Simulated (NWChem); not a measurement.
Species: CH₄Cl₂Sn; SMILES [CH3][SnH]([Cl])[Cl]

Computed with NWChem. Medium grid unless said otherwise, to which SCAN and Minnesota functionals are sensitive. The geometry was optimised at PBE0/def2-SVP. def2 effective core potentials on Sn; no spin-orbit coupling.

Task: Order these by “dipole (D)”, lowest first: Hartree-Fock/def2-SVP; CAM-B3LYP/def2-SVP; PBE/def2-SVP; B3LYP/def2-SVP; BLYP/def2-SVP.

Result: BLYP/def2-SVP (3.22), PBE/def2-SVP (3.31), B3LYP/def2-SVP (3.39), CAM-B3LYP/def2-SVP (3.46), Hartree-Fock/def2-SVP (3.77)
